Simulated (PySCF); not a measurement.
Excitations are Tamm–Dancoff values on a coarser integration grid. The basis has no diffuse functions, so Rydberg states are missing or too high.

HCl3Sn, SMILES `[Cl][SnH]([Cl])[Cl]` (charge 0, multiplicity 1)

Computed with PySCF with TPSSh-D3(BJ)/def2-TZVP // B3LYP-D3(BJ)/def2-TZVP.

```yaml
HOMO: -8.67 eV
dipole_moment: 2.03 D
LUMO: -2.92 eV
HOMO–LUMO gap: 5.74 eV
S1 excitation (TDA): 5.26 eV
S1 oscillator strength: 0.000
T1 excitation (TDA): 4.90 eV
S1–T1 gap (TDA): 0.35 eV
total_energy: -43420.00 eV
cost: roughly 5 core-minutes
```

Bonded distances (Å): Cl1–Sn2 2.321, Sn2–Cl3 2.321, Sn2–Cl4 2.321, Sn2–H5 1.696. Angles (°): Cl1–Sn2–Cl3 107.5, Cl1–Sn2–Cl4 107.5, Cl1–Sn2–H5 111.4, Cl3–Sn2–Cl4 107.5, Cl3–Sn2–H5 111.4, Cl4–Sn2–H5 111.4.
Charge 0, spin multiplicity 1.
